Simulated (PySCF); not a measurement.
C2H3N, charge -1, doublet, at a GFN2-xTB geometry (a state made from the parent by changing its charge; the spin is typed, not shown lowest); SVWN5/pcseg-1 (PySCF).

Here is a job for PySCF.
```python
from pyscf import gto, scf, dft

mol = gto.Mole()
mol.atom = '''
    C    -1.147625    0.026037    0.004950
    C     0.343317   -0.399718    0.114960
    N     1.350316    0.271561   -0.095606
    H    -1.659479   -0.620894   -0.721031
    H    -1.640714   -0.116531    0.976598
    H    -1.326173    1.078584   -0.305786
'''
mol.basis = 'pcseg-1'
mol.charge = -1
mol.spin = 1
mol.verbose = 4
mol.build()

mf = dft.UKS(mol)
mf.xc = 'lda,vwn'
mf.DIIS = scf.EDIIS
mf.kernel()
```

The log (banner, timings and long lists left out):

```
PySCF version 2.14.0

[INPUT] verbose = 4
[INPUT] num. atoms = 6
[INPUT] num. electrons = 23
[INPUT] charge = -1
[INPUT] spin (= nelec alpha-beta = 2S) = 1
[INPUT] symmetry False subgroup None
[INPUT] Mole.unit = angstrom
[INPUT] Symbol           X                Y                Z      unit          X                Y                Z       unit  Magmom
[...]
nuclear repulsion = 56.6690919178239
number of shells = 15
number of NR pGTOs = 96
number of NR cGTOs = 57
basis = pcseg-1
ecp = {}

******** <class 'pyscf.dft.uks.UKS'> ********
method = UKS
initial guess = minao
damping factor = 0
level_shift factor = 0
DIIS = <class 'pyscf.scf.diis.EDIIS'>
diis_start_cycle = 1
diis_space = 8
diis_damp = 0
SCF conv_tol = 1e-09
SCF conv_tol_grad = None
SCF max_cycles = 50
direct_scf = True
direct_scf_tol = 1e-13
number electrons alpha = 12  beta = 11
XC library pyscf.dft.libxc version 7.1.2
    S. Lehtola, C. Steigemann, M. J. T. Oliveira, and M. A. L. Marques,  SoftwareX 7, 1–5 (2018)
XC functionals = lda,vwn
    P. A. M. Dirac,  Math. Proc. Cambridge Philos. Soc. 26, 376 (1930)
    F. Bloch,  Z. Phys. 57, 545 (1929)
    S. H. Vosko, L. Wilk, and M. Nusair,  Can. J. Phys. 58, 1200 (1980)
radial grids:
    Treutler-Ahlrichs [JCP 102, 346 (1995); DOI:10.1063/1.469408] (M4) radial grids

becke partition: Becke, JCP 88, 2547 (1988); DOI:10.1063/1.454033
pruning grids: <function nwchem_prune>
grids dens level: 3
symmetrized grids: False
atomic radii adjust function: <function treutler_atomic_radii_adjust>
small_rho_cutoff = 0
Set gradient conv threshold to 3.16228e-05
tot grids = 71568
init E= -131.504008780693

cycle= 1 E= -131.384837147685  delta_E= 0.119  |g|= 0.393  |ddm|= 1.91
cycle= 2 E= -130.843598663942  delta_E= 0.541  |g|= 0.981  |ddm|= 6.32
cycle= 3 E= -131.138155523099  delta_E= -0.295  |g|= 0.842  |ddm|= 6.21
cycle= 4 E= -131.387653271493  delta_E= -0.249  |g|= 0.406  |ddm|= 0.81
cycle= 5 E= -131.387653271249  delta_E= 2.44e-10  |g|= 0.406  |ddm|= 2.22e-08
cycle= 6 E= -131.387653271298  delta_E= -4.86e-11  |g|= 0.406  |ddm|= 4.38e-09
cycle= 7 E= -131.387653271396  delta_E= -9.8e-11  |g|= 0.406  |ddm|= 8.91e-09
cycle= 8 E= -131.387653271265  delta_E= 1.3e-10  |g|= 0.406  |ddm|= 1.18e-08
cycle= 9 E= -131.387653271294  delta_E= -2.9e-11  |g|= 0.406  |ddm|= 2.65e-09
cycle= 10 E= -131.387653271209  delta_E= 8.51e-11  |g|= 0.406  |ddm|= 7.81e-09
cycle= 11 E= -130.621372359277  delta_E= 0.766  |g|= 1.12  |ddm|= 6.17
[...]
cycle= 20 E= -130.119908319911  delta_E= 1.15  |g|=  1.4  |ddm|= 6.47
cycle= 21 E= -129.743296686874  delta_E= 0.377  |g|= 1.83  |ddm|= 6.62
cycle= 22 E= -131.092491416292  delta_E= -1.35  |g|= 0.895  |ddm|= 2.42
cycle= 23 E= -131.092491402362  delta_E= 1.39e-08  |g|= 0.895  |ddm|= 2.84e-08
cycle= 24 E= -131.092491414  delta_E= -1.16e-08  |g|= 0.895  |ddm|= 2.37e-08
cycle= 25 E= -131.09249141348  delta_E= 5.2e-10  |g|= 0.895  |ddm|= 1.06e-09
cycle= 26 E= -131.092491412879  delta_E= 6.01e-10  |g|= 0.895  |ddm|= 1.22e-09
cycle= 27 E= -131.092491401578  delta_E= 1.13e-08  |g|= 0.895  |ddm|= 2.3e-08
cycle= 28 E= -131.09249141534  delta_E= -1.38e-08  |g|= 0.895  |ddm|= 2.81e-08
cycle= 29 E= -128.303963492937  delta_E= 2.79  |g|= 1.88  |ddm|= 9.05
cycle= 30 E= -128.735842472779  delta_E= -0.432  |g|= 2.26  |ddm|= 9.46
cycle= 31 E= -130.952951105209  delta_E= -2.22  |g|= 0.988  |ddm|= 3.14
cycle= 32 E= -130.952951104769  delta_E= 4.4e-10  |g|= 0.988  |ddm|= 1.61e-09
cycle= 33 E= -130.952951103858  delta_E= 9.11e-10  |g|= 0.988  |ddm|= 3.33e-09
cycle= 34 E= -130.952951107437  delta_E= -3.58e-09  |g|= 0.988  |ddm|= 1.31e-08
cycle= 35 E= -130.952951105199  delta_E= 2.24e-09  |g|= 0.988  |ddm|= 8.17e-09
cycle= 36 E= -130.952951105223  delta_E= -2.42e-11  |g|= 0.988  |ddm|= 8.75e-11
cycle= 37 E= -130.95295110499  delta_E= 2.33e-10  |g|= 0.988  |ddm|= 8.52e-10
cycle= 38 E= -124.95275724166  delta_E=    6  |g|=  2.3  |ddm|= 11.4
cycle= 39 E= -127.798313288063  delta_E= -2.85  |g|= 2.57  |ddm|=   12
cycle= 40 E= -130.526598411046  delta_E= -2.73  |g|= 1.24  |ddm|= 3.35
cycle= 41 E= -130.526598410661  delta_E= 3.85e-10  |g|= 1.24  |ddm|= 3.8e-10
cycle= 42 E= -130.526598410889  delta_E= -2.28e-10  |g|= 1.24  |ddm|= 2.25e-10
cycle= 43 E= -130.526598410697  delta_E= 1.92e-10  |g|= 1.24  |ddm|= 1.89e-10
cycle= 44 E= -130.526598408482  delta_E= 2.21e-09  |g|= 1.24  |ddm|= 2.19e-09
cycle= 45 E= -130.526598410696  delta_E= -2.21e-09  |g|= 1.24  |ddm|= 2.19e-09
cycle= 46 E= -130.526598412676  delta_E= -1.98e-09  |g|= 1.24  |ddm|= 1.96e-09
cycle= 47 E= -119.237396838875  delta_E= 11.3  |g|= 3.11  |ddm|= 12.4
cycle= 48 E= -123.997075454438  delta_E= -4.76  |g|= 3.15  |ddm|= 13.2
cycle= 49 E= -131.100799050163  delta_E= -7.1  |g|= 0.735  |ddm|= 5.02
cycle= 50 E= -131.100799053007  delta_E= -2.84e-09  |g|= 0.735  |ddm|= 3.71e-09
SCF not converged.
SCF energy = -131.100799053007 after 50 cycles  <S^2> = 0.75040048  2S+1 = 2.0004004
```

The run did not converge; its last values are not results.
